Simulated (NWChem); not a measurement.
GeNH$_{3}$, singlet; SMILES [NH2][GeH]

Results from NWChem. Low-valent species are run as closed-shell singlets; no triplet was tried in these runs. Structure relaxed at the PBE0/def2-SVP level. Ions are spin-unrestricted doublets at the neutral geometry; other ion states weren't tried.

| level | vertical ionisation energy, ΔSCF (eV) | −ε(HOMO) (eV) | ΔSCF minus −ε(HOMO) (eV) |
|---|---|---|---|
| B3LYP/def2-TZVP | 9.06 | 6.38 | 2.68 |
| PBE/def2-TZVP | 8.88 | 5.46 | 3.42 |
| PBE0/def2-TZVP | 8.93 | 6.54 | 2.39 |
| LRC-wPBEh/def2-TZVP | 8.96 | 8.36 | 0.60 |
| Hartree-Fock/def2-TZVP | 8.09 | 8.96 | -0.87 |
